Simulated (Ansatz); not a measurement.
Basis-set extrapolation for `Oc1ccc(O)c(O)c1` (PBE0-D4/def2-TZVP geometry, frozen core, Ansatz). Multiplicity 1, RHF reference.

|  | def2-TZVPP | def2-QZVPP |
| --- | --- | --- |
| HF | -455.465147 | -455.485073 |
| MP2 correlation | -1.649598 | -1.768188 |
| CCSD(T) correlation | -1.743971 | not run |

Energies in hartree. Use E(X) = E(∞) + A·exp(−7.88·√X) for Hartree–Fock and E(X) = E(∞) + B·X^(−2.97) for correlation, with X = 3 and 4, and add CCSD(T) minus MP2 of the smaller set to the MP2 limit.

Question: What is the CCSD(T) energy at the basis-set limit?

Answer: HF limit: -455.485073 + (-0.019926) × 0.13774 = -455.48782. MP2 limit: -1.768188 + (-0.118590) × 0.74074 = -1.85603. Higher-order term: -1.743971 − (-1.649598) = -0.09437. Total: -457.43822 hartree, 6.23 eV below CCSD(T)/def2-TZVPP.
